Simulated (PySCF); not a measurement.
## The potential of point charges around `BC#CCCl`

Species: `BC#CCCl`. Coordinates (PBE0-D3(BJ)/def2-SVP, Å) and charges (e) from the PBE0/pcSseg-1 density (PySCF):

```csv
atom,x,y,z,Mulliken,IAO,Hirshfeld,ESP-fitted
B1,1.682,1.353,0.299,+0.1486,+0.0162,+0.1514,+0.4714
C2,0.585,0.467,-0.214,-0.1958,-0.1343,-0.1098,-0.4134
C3,-0.312,-0.254,-0.634,+0.0212,+0.0133,-0.0124,+0.2259
C4,-1.358,-1.117,-1.120,-0.2345,-0.2558,-0.0149,-0.3676
Cl5,-2.678,-0.253,-1.976,-0.1262,-0.0909,-0.0681,-0.0978
H6,2.620,0.872,0.887,-0.0071,+0.0272,-0.0458,-0.1334
H7,1.627,2.546,0.125,-0.0030,+0.0296,-0.0438,-0.1191
H8,-1.815,-1.666,-0.283,+0.1984,+0.1974,+0.0717,+0.2174
H9,-0.944,-1.858,-1.820,+0.1983,+0.1973,+0.0717,+0.2166
```

Points outside the species (Å): A (0.2, 1.4, -3.8); B (5.2, 0.1, -1.5); C (-5.1, -1.5, 1.3); D (0.1, 3.5, 5.4).

Q: Find the potential V = 14.3996 V·Å × Σ q/r of each set of charges at these points.

A: In volts:

| point | nearest atom | distance (Å) | Mulliken | IAO | Hirshfeld | ESP-fitted |
| --- | --- | --- | --- | --- | --- | --- |
| A | C3 | 3.61 | -0.257 | -0.235 | -0.094 | -0.196 |
| B | H6 | 3.60 | +0.043 | 0.000 | -0.010 | +0.015 |
| C | H8 | 3.65 | +0.022 | +0.051 | +0.047 | +0.056 |
| D | H7 | 5.57 | +0.001 | -0.021 | -0.015 | -0.006 |

Q: How far are the other sets from the ESP-fitted one at these points?

A: Root-mean-square difference: IAO 0.023 V, Mulliken 0.038 V, Hirshfeld 0.053 V. The ESP scheme fits charges at the nuclei, held to the total charge, to the electrostatic potential on points at 1.4 to 2.0 times the van der Waals radii.

Q: What energy would a point charge of -2 e have at A in the field of the ESP charges, leaving out polarisation?

A: +0.391 eV = +37.7 kJ/mol, a repulsion.

Isolated species at its PBE0-D3(BJ)/def2-SVP geometry, gas phase.
